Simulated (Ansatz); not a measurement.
Reaction (hydrogenolysis of a C–F bond): `FC1=CCCC1F` + H₂ → `FC1C=CCC1` + H–F

Calculated with Ansatz (gas phase, PBE0-D4/def2-TZVP geometries, no zero-point term in ΔE). CBS: MP2 limit from def2 TZ/QZ plus the TZ coupled-cluster correction, frozen cores. This one scheme is used for every species. DFT in def2-TZVPP.

```tsv
species	PBE0 energy (Eh)
`FC1=CCCC1F`	-393.54113
H₂	-1.16849
`FC1C=CCC1`	-294.35052
H–F	-100.39405
```

(1) Work out ΔE.

Largest T1 diagnostic among the species: 0.011.

Answers

(1) ΔE = (-294.35052) + (-100.39405) − (-393.54113) − (-1.16849) = -0.03495 Eh = -91.8 kJ/mol. CCSD(T)/CBS gives -103.6 kJ/mol.

From r2SCAN to r2SCAN0 (25 % exact exchange), in def2-TZVPP and without D4, ΔE moves by −8.1 kJ/mol. At CCSD(T), def2-SVP lies +18.6 kJ/mol from the extrapolated value and def2-TZVPP +4.6 kJ/mol.
